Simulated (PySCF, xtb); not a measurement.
AlFBr2, SMILES [F][Al]([Br])[Br].

Harmonic wavenumbers (cm⁻¹) from GFN2-xTB (xtb) at its own minimum, in rising order: 82, 137, 204, 318, 573, 810.

Problem. What does B3LYP-D3(BJ)/def2-SVP run with PySCF give at its own minimum? (An estimate is asked for; the answer gives what the named calculation found.)

Solution. 104, 181, 212, 310, 530, 892. Paired by order, the mean absolute difference is 34 cm⁻¹ and the zero-point energies are 3.0 and 3.2 kcal/mol.
